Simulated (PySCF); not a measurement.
C₄H₉O₃Si (SMILES C=C[Si]([O])(OC)OC), doublet, geometry from GFN2-xTB; DF-TPSS/6-31G run with PySCF.

The PySCF input:
```python
from pyscf import gto, scf, dft

mol = gto.Mole()
mol.atom = '''
    C    -1.163783    2.320778   -0.054448
    C    -0.209185    1.610392    0.464487
    Si    0.171959   -0.253325   -0.237802
    O     0.230816   -0.048885   -1.752002
    O    -1.033368   -0.989531    0.580556
    C    -2.353456   -0.982096    0.153102
    O     1.421266   -0.667305    0.713728
    C     2.753471   -0.532762    0.334699
    H    -1.422834    3.299643    0.333557
    H    -1.733795    1.990957   -0.907016
    H     0.431904    1.842881    1.292590
    H    -2.424526   -1.172842   -0.919232
    H    -2.889259   -1.758083    0.702362
    H    -2.817356   -0.012551    0.366735
    H     3.332766   -1.293814    0.860553
    H     3.128938    0.455921    0.615991
    H     2.874739   -0.657676   -0.741603
'''
mol.basis = '6-31g'
mol.charge = 0
mol.spin = 1
mol.verbose = 4
mol.build()

mf = dft.UKS(mol)
mf.xc = 'tpss'
mf.diis_space = 12
mf = mf.density_fit(auxbasis='def2-universal-jkfit')
mf.kernel()
```

What the program printed (banner, timings and long lists left out):

```
PySCF version 2.14.0

[INPUT] verbose = 4
[INPUT] num. atoms = 17
[INPUT] num. electrons = 71
[INPUT] charge = 0
[INPUT] spin (= nelec alpha-beta = 2S) = 1
[INPUT] symmetry False subgroup None
[INPUT] Mole.unit = angstrom
[INPUT] Symbol           X                Y                Z      unit          X                Y                Z       unit  Magmom
[INPUT]  1 C     -1.163783000000   2.320778000000  -0.054448000000 AA   -2.199231138425   4.385634815916  -0.102891808030 Bohr   0.0
[INPUT]  2 C     -0.209185000000   1.610392000000   0.464487000000 AA   -0.395302359367   3.043199833191   0.877753218421 Bohr   0.0
[INPUT]  3 Si     0.171959000000  -0.253325000000  -0.237802000000 AA    0.324955414654  -0.478714870505  -0.449380651874 Bohr   0.0
[INPUT]  4 O      0.230816000000  -0.048885000000  -1.752002000000 AA    0.436179025168  -0.092379261599  -3.310803949690 Bohr   0.0
[INPUT]  5 O     -1.033368000000  -0.989531000000   0.580556000000 AA   -1.952782505890  -1.869942581767   1.097091839973 Bohr   0.0
[INPUT]  6 C     -2.353456000000  -0.982096000000   0.153102000000 AA   -4.447387286214  -1.855892468031   0.289320849123 Bohr   0.0
[INPUT]  7 O      1.421266000000  -0.667305000000   0.713728000000 AA    2.685803490156  -1.261023691553   1.348750447434 Bohr   0.0
[INPUT]  8 C      2.753471000000  -0.532762000000   0.334699000000 AA    5.203306081932  -1.006774269576   0.632489444166 Bohr   0.0
[INPUT]  9 H     -1.422834000000   3.299643000000   0.333557000000 AA   -2.688766580719   6.235421578838   0.630331376932 Bohr   0.0
[INPUT] 10 H     -1.733795000000   1.990957000000  -0.907016000000 AA   -3.276397706140   3.762363455786  -1.714011830599 Bohr   0.0
[INPUT] 11 H      0.431904000000   1.842881000000   1.292590000000 AA    0.816180272104   3.482540370165   2.442641091352 Bohr   0.0
[INPUT] 12 H     -2.424526000000  -1.172842000000  -0.919232000000 AA   -4.581690121887  -2.216350167387  -1.737096724936 Bohr   0.0
[INPUT] 13 H     -2.889259000000  -1.758083000000   0.702362000000 AA   -5.459908212935  -3.322295374254   1.327271820302 Bohr   0.0
[INPUT] 14 H     -2.817356000000  -0.012551000000   0.366735000000 AA   -5.324031235400  -0.023717952589   0.693028710292 Bohr   0.0
[INPUT] 15 H      3.332766000000  -1.293814000000   0.860553000000 AA    6.298014977262  -2.444954116128   1.626209485673 Bohr   0.0
[INPUT] 16 H      3.128938000000   0.455921000000   0.615991000000 AA    5.912835880744   0.861565824438   1.164054285197 Bohr   0.0
[INPUT] 17 H      2.874739000000  -0.657676000000  -0.741603000000 AA    5.432469389606  -1.242827518699  -1.401426563156 Bohr   0.0

nuclear repulsion = 483.791466952346
number of shells = 60
number of NR pGTOs = 236
number of NR cGTOs = 94
basis = 6-31g
ecp = {}

******** <class 'pyscf.df.df_jk.DFUKS'> ********
method = DFUKS
initial guess = minao
damping factor = 0
level_shift factor = 0
DIIS = <class 'pyscf.scf.diis.CDIIS'>
diis_start_cycle = 1
diis_space = 12
diis_damp = 0
SCF conv_tol = 1e-09
SCF conv_tol_grad = None
SCF max_cycles = 50
direct_scf = False
number electrons alpha = 36  beta = 35
XC library pyscf.dft.libxc version 7.1.2
    S. Lehtola, C. Steigemann, M. J. T. Oliveira, and M. A. L. Marques,  SoftwareX 7, 1–5 (2018)
XC functionals = tpss
    J. Tao, J. P. Perdew, V. N. Staroverov, and G. E. Scuseria,  Phys. Rev. Lett. 91, 146401 (2003)
    J. P. Perdew, J. Tao, V. N. Staroverov, and G. E. Scuseria,  J. Chem. Phys. 120, 6898 (2004)
    J. Tao, J. P. Perdew, V. N. Staroverov, and G. E. Scuseria,  Phys. Rev. Lett. 91, 146401 (2003)
    J. P. Perdew, J. Tao, V. N. Staroverov, and G. E. Scuseria,  J. Chem. Phys. 120, 6898 (2004)
radial grids:
    Treutler-Ahlrichs [JCP 102, 346 (1995); DOI:10.1063/1.469408] (M4) radial grids

becke partition: Becke, JCP 88, 2547 (1988); DOI:10.1063/1.454033
pruning grids: <function nwchem_prune>
grids dens level: 3
symmetrized grids: False
atomic radii adjust function: <function treutler_atomic_radii_adjust>
small_rho_cutoff = 0
Set gradient conv threshold to 3.16228e-05
tot grids = 206176
init E= -673.793731500602

cycle= 1 E= -672.425725329623  delta_E= 1.37  |g|= 0.978  |ddm|= 2.81
cycle= 2 E= -667.521828384115  delta_E=  4.9  |g|=  2.6  |ddm|= 4.32
cycle= 3 E= -672.354344852183  delta_E= -4.83  |g|= 0.91  |ddm|= 3.95
cycle= 4 E= -672.820364909034  delta_E= -0.466  |g|= 0.293  |ddm|= 1.37
cycle= 5 E= -672.693815821764  delta_E= 0.127  |g|= 0.529  |ddm|= 0.913
cycle= 6 E= -672.836548673633  delta_E= -0.143  |g|= 0.19  |ddm|= 0.906
cycle= 7 E= -672.85099864437  delta_E= -0.0144  |g|= 0.0971  |ddm|= 0.155
cycle= 8 E= -672.855626653526  delta_E= -0.00463  |g|= 0.0367  |ddm|= 0.173
cycle= 9 E= -672.856303632441  delta_E= -0.000677  |g|= 0.0182  |ddm|= 0.0369
cycle= 10 E= -672.856478212751  delta_E= -0.000175  |g|= 0.00499  |ddm|= 0.0272
cycle= 11 E= -672.856481809564  delta_E= -3.6e-06  |g|= 0.00474  |ddm|= 0.0118
cycle= 12 E= -672.856494802667  delta_E= -1.3e-05  |g|= 0.000561  |ddm|= 0.00607
cycle= 13 E= -672.856495324432  delta_E= -5.22e-07  |g|= 0.000409  |ddm|= 0.00206
cycle= 14 E= -672.856495486191  delta_E= -1.62e-07  |g|= 0.000108  |ddm|= 0.000771
cycle= 15 E= -672.85649549887  delta_E= -1.27e-08  |g|= 0.00014  |ddm|= 0.00046
cycle= 16 E= -672.856495508538  delta_E= -9.67e-09  |g|= 5.36e-05  |ddm|= 0.000143
cycle= 17 E= -672.856495510054  delta_E= -1.52e-09  |g|= 1.85e-05  |ddm|= 6.15e-05
cycle= 18 E= -672.856495510244  delta_E= -1.9e-10  |g|= 3.14e-06  |ddm|= 2.54e-05
Extra cycle  E= -672.85649551015  delta_E= 9.37e-11  |g|= 1.4e-05  |ddm|= 2.08e-05
converged SCF energy = -672.85649551015  <S^2> = 0.75615321  2S+1 = 2.0061438
```
